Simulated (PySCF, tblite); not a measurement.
Species: indole, C8H7N.
InChI=1S/C8H7N/c1-2-4-8-7(3-1)5-6-9-8/h1-6,9H

Computed, not measured: PBE0/pcSseg-1 in PySCF (dipole) on a GFN2-xTB geometry, gas phase.

Masses are those of the commonest isotopes; rigid-rotor values at the optimised geometry. 

**Question.** What are A, B and C (GHz)?

**Answer.** Ia = 128.65, Ib = 303.73, Ic = 432.38 u·Å²; 505379 MHz·u·Å²/I gives 3928, 1664 and 1169 MHz, that is A = 3.9283, B = 1.6639, C = 1.1688 GHz.

**Question.** What kind of rotor is it?

**Answer.** An asymmetric top; Ray's κ = -0.641.

**Question.** What does the inertial defect say?

**Answer.** Planar: Δ = Ic − Ia − Ib = 0.00 u·Å². For a rigid frame Δ = −2 Σ m c², so it vanishes when all atoms lie in the ab plane; here none is more than 0.01 Å from it.

**Question.** Predict some low-J microwave lines.

**Answer.** The dipole components are |μa| = 1.57 D, |μb| = 1.58 D, |μc| = 0.00 D; the mirror of this Cs structure is the ab plane, so μc vanishes by symmetry and there are no c-type lines. The squared components, which scale the intensities, stand as 0.99 : 1.00 (a : b). Some lines, for components of 0.1 D or more:

```
type  branch         J(Ka,Kc)    MHz  lower level (cm⁻¹)
   a       Q  3(1,2) ← 3(1,3)   2964               0.600
   b       R  2(0,2) ← 1(1,1)   3328               0.170
   a       Q  4(1,3) ← 4(1,4)   4904               0.940
   b       Q  4(1,3) ← 4(0,4)   5773               0.911
   b       R  4(1,3) ← 3(2,2)   6054               0.902
   a       R  2(1,1) ← 1(1,0)   6161               0.187
   b       Q  3(2,1) ← 3(1,2)   6453               0.699
   b       Q  2(2,0) ← 2(1,1)   6866               0.392
   a       R  3(1,3) ← 2(1,2)   7713               0.342
   a       R  3(2,1) ← 2(2,0)   8779               0.621
   b       Q  3(2,2) ← 3(1,3)   9063               0.600
   a       R  3(1,2) ← 2(1,1)   9192               0.392
   b       R  4(0,4) ← 3(1,3)   9345               0.600
   b       R  3(1,3) ← 2(0,2)   9555               0.281
   a       R  4(2,3) ← 3(2,2)  11274               0.902
   a       R  4(3,2) ← 3(3,1)  11458               1.322
   b       R  4(1,4) ← 3(0,3)  11551               0.555
   a       R  4(2,2) ← 3(2,1)  11922               0.914
   b       Q  3(3,0) ← 3(2,1)  12255               0.914
   b       R  3(2,2) ← 2(1,1)  15291               0.392
   b       Q  4(4,0) ← 4(3,1)  17424               1.706
   b       R  3(3,1) ← 2(2,0)  21028               0.621
   b       R  3(3,0) ← 2(2,1)  21107               0.619
   b       R  4(3,2) ← 3(2,1)  23707               0.914
   b       R  4(4,1) ← 3(3,0)  28922               1.323
   b       R  4(4,0) ← 3(3,1)  28929               1.322
```

**Question.** Estimate the classical rotational partition function at 10 K, 200 K and 500 K.

**Answer.** Point group Cs, symmetry number σ = 1; q = (√π/σ)·√((kT/h)³/(ABC)), k/h = 20836.6 MHz/K: 1930 at 10 K, 173000 at 200 K, 682000 at 500 K.

Its GFN2-xTB frequencies are all real (lowest 206 cm⁻¹). Constants of a rigid frame at the computed geometry: no zero-point averaging, no centrifugal distortion. Quadrupole hyperfine structure (14N) is left out.
